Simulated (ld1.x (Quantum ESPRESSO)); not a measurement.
boron: excitation energies, all-electron against TM

B, norm-conserving Troullier–Martins (Kleinman–Bylander form), made with ld1.x (Quantum ESPRESSO) 7.5 (BP86, scalar-relativistic). Core [He], reference 2s2 2p0 (charge +1). Waves: 2s (bound): rc 1.55 bohr; 2p (bound, empty): rc 1.65 bohr. Local part: all-electron potential smoothed inside 1.25 bohr (lloc = -1). Core correction: none.

Energies are relative to the spin-unpolarised reference configuration 2s2 2p0; without spin polarisation the order of configurations can differ from experiment. The frozen-core shift is the all-electron ΔE with the core orbitals held at their reference shape minus the fully relaxed ΔE.

| valence configuration | charge | ΔE all-electron (eV) | error AE − PS (meV) | frozen-core shift (meV) |
| --- | --- | --- | --- | --- |
| 2s2 2p1 | 0 | -8.285 | +24 | +0.6 |
| 2s2 2p0.5 | +0.5 | -5.359 | +10 | +0.3 |
| 2s1 2p2 | 0 | -2.421 | +59 | +0.6 |
| 2s0 2p3 | 0 | 3.459 | +118 | +1.5 |
| 2s2 2p1.3 | -0.3 | -9.051 | +28 | +0.6 |
| 2s1 2p1 | +1 | 6.184 | +24 | +0.4 |

**Question.** What are ΔE and the potential's error for 2s1 2p0?

**Answer.** ΔE = 25.506 eV all-electron; the error (AE − PS) is +20 meV.

Levels in the configuration 2s1 2p2:

```tsv
level	all-electron (eV)	pseudo (eV)
2s	-10.038	-10.007
2p	-4.165	-4.181
```
